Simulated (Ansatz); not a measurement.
Coupled-cluster run, `C#[C][Zr]([OH])([OH])[Cl]`.

```yaml
crystal:
  periodic: [false, false, false]
  atoms:
    - {symbol: C, position_ang: [2.396785, -0.364935, -1.268427]}
    - {symbol: C, position_ang: [1.317418, -0.120540, -0.766699]}
    - {symbol: Zr, position_ang: [-0.633891, 0.352104, 0.113376]}
    - {symbol: O, position_ang: [-1.760745, -1.150105, -0.160578]}
    - {symbol: O, position_ang: [-0.357340, 0.697727, 1.958923]}
    - {symbol: Cl, position_ang: [-1.546545, 2.257626, -0.943586]}
    - {symbol: H, position_ang: [3.344343, -0.577274, -1.710792]}
    - {symbol: H, position_ang: [-2.384740, -1.869884, -0.130888]}
    - {symbol: H, position_ang: [-0.375266, 0.775280, 2.908672]}
basis:
  gaussian: {orbitals: def2-SVP}
correlation: {method: ccsd_t}
```

```sh
$ ansatz run in.yaml --threads 2 --pin off --events-out ev --progress --plain --max-ram 32768MiB --backend cpu
```

Log, shortened:

```
Functional definition: HF
1193 factors; integrals over basis functions are off by at most 1.2e-3 eV
mean field evaluation 1: about -19941.6099 eV, gradient 5.7e1 eV
mean field evaluation 2: about -19941.7422 eV, gradient 5.7e1 eV
mean field evaluation 4: about -19948.3024 eV, gradient 4.1e0 eV
mean field evaluation 8: about -19948.3799 eV, gradient 6.6e-1 eV
mean field -19948.38102726 eV, -733.0894812536 hartree, gradient 1.7e-6 eV, S^2 0.000000; 0 other end points of the search recorded, 0 dependent functions left out
9 core orbitals not correlated: weight in the atoms' cores, before any rotation towards them, 1.000 or more for the frozen orbitals, at most 0.000 for the correlated occupied ones
reference -19948.38102726 eV, -733.0894812536 hartree; 21, 21 occupied and 90, 90 virtual orbitals, 1193 factors
second order -27.21986074 eV of doubles, -0.00000000 eV of singles
cycle   1  -26.89382369 eV  change    3.3e-1 eV  update   1.7e-1
cycle   2  -27.63254568 eV  change   -7.4e-1 eV  update   6.1e-2
cycle   3  -27.86630546 eV  change   -2.3e-1 eV  update   3.1e-2
cycle   4  -27.87220119 eV  change   -5.9e-3 eV  update   8.7e-3
cycle   5  -27.86744556 eV  change    4.8e-3 eV  update   3.1e-3
cycle   6  -27.86902767 eV  change   -1.6e-3 eV  update   9.5e-4
cycle   7  -27.86922636 eV  change   -2.0e-4 eV  update   4.0e-4
cycle   8  -27.86916281 eV  change    6.4e-5 eV  update   1.1e-4
cycle   9  -27.86923538 eV  change   -7.3e-5 eV  update   4.6e-5
cycle  10  -27.86924056 eV  change   -5.2e-6 eV  update   1.6e-5
perturbative correction -0.98412046 eV, -0.0361657597 hartree
Total energy: -19977.23438828 eV, -734.1498227136 hartree
```

Run time 46 s (2 threads of a server CPU on a shared host); peak host memory 0.81 GiB.

Correlation energy per correlated electron: -0.687 eV. T1 diagnostic: 0.0175.
